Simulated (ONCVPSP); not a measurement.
## germanium (Ge): one change to an ONCV potential, before and after

germanium (Ge), optimised norm-conserving Vanderbilt (ONCV), made with ONCVPSP 4.0.1 (PBE, non-relativistic). Core [Ar] 3d10, reference 4s2 4p2. Waves: 4s: rc 1.95 bohr, ncon 3, nbas 8, qcut 4 1/bohr, 2 projectors, debl 2.9 Ha; 4p: rc 2.45 bohr, ncon 5, nbas 9, qcut 3.4 1/bohr, 2 projectors, debl 2.3 Ha; d scattering state at 0.21 Ha: rc 2.35 bohr, ncon 5, nbas 8, qcut 4 1/bohr, 2 projectors, debl 2.2 Ha. Local part: polynomial inside 1.30 bohr (lpopt 5, dvloc0 2 Ha). Core correction: Teter function fitted to the true core (icmod 2), fcfact 0.25.

Change: p: qcut 5.

Cutoffs: the cutoffs (Ha) at which the residual kinetic energy of the hardest occupied pseudo-wave falls to 1 and 0.1 mHa per electron; they do not see the model core or the augmentation charge, which bear on the density cutoff. Errors are all-electron minus pseudo energies relative to the spin-unpolarised reference configuration.

Question: Predict the effect on cutoff, ghosts and configuration errors.

Answer: The potential gets neither clearly harder nor softer (6.8 Ha and 15 Ha → 6.8 Ha and 13 Ha); the s channel sets the loose cutoff, while the largest relative change is in p, which becomes harder; of the 4 tests that both files solve, the error grows in 1 and shrinks in 2 by more than 15 % and 0.3 meV (median size 28.2 → 34.3 meV); neither file shows a bound ghost.

```csv
quantity,base,changed
"cutoff, loose",6.8 Ha,6.8 Ha
"cutoff, tight",15 Ha,13 Ha
loose cutoff by channel,"s 6.8 Ha, p 2.9 Ha","s 6.8 Ha, p 6.4 Ha"
bound ghosts,none,none
GHOST(+) flags under 300 eV,s at 119.0 eV,s at 119.0 eV
"error for 4s2 4p1, meV [ΔE 7.48 eV]",-1.4,-0.8
"error for 4s2 4p0, meV [ΔE 22.93 eV]",-27,-20
"error for 4s1 4p0, meV [ΔE 57.17 eV]",-196,-171
"error for 4s0 4p4, meV [ΔE 15.40 eV]",-30,-49
s: phases at 1.98 bohr within 0.05 rad from the reference energy up to (Ha; the scan ends near 5),3.5,3.5
p: phases at 2.48 bohr within 0.05 rad from the reference energy up to (Ha; the scan ends near 5),to the end of the scan,to the end of the scan
d: phases at 2.38 bohr within 0.05 rad from the reference energy up to (Ha; the scan ends near 5),3.1,3.1
"rms error of d²Exc/dni dnj with the model core, mHa",0.36,0.39
```

Base: The cutoffs count occupied waves only; projector 2 of the d channel, the hardest unoccupied one, needs 52 Ha at the loose tolerance. Changed file: The cutoffs count occupied waves only; projector 2 of the d channel, the hardest unoccupied one, needs 52 Ha at the loose tolerance.
